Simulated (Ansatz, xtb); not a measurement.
# C5H5BrN2: 3 structures ranked

3 gas-phase structures of C5H5BrN2, from a drawn sample of its isomers (lower ones may exist). Each was relaxed with GFN2-xTB:

A. `Cc1cncc(Br)n1`, a singlet
B. `Cc1cnc(Br)cn1`, a singlet
C. `Cc1nccnc1Br`, a singlet

Make a reasoned guess at their ranking by r2SCAN-D4/def2-SVP//GFN2-xTB single-point energy.

Calculated order at r2SCAN-D4/def2-SVP//GFN2-xTB: C (0.0), A (0.9), B (1.3) kcal/mol. Less than 1 kcal/mol parts C and A; A and B, so the order within those pairs means little.

Energies above the lowest of each column, in kcal/mol; the last columns are at r2SCAN-D4/def2-SVP geometries:

```
structure  GFN2-xTB  HF/STO-3G  r2SCAN-D4/def2-SVP//GFN2-xTB  r2SCAN-D4/def2-SVP  CCSD(T)/def2-SVP + ΔMP2/def2-TZVPP
        C       0.0        0.4                           0.0                 0.0                                 0.0
        A       0.5        0.0                           0.9                 0.9                                 0.7
        B       0.9        0.1                           1.3                 1.2                                 1.0
```

CCSD(T)/def2-SVP + ΔMP2/def2-TZVPP has A and B and C within 1 kcal/mol of each other at the bottom, and every level picks one of them. ΔMP2 is the change of the MP2 energy from the smaller to the larger basis.

Programs: Ansatz 0.2.0, xtb 6.7.1.
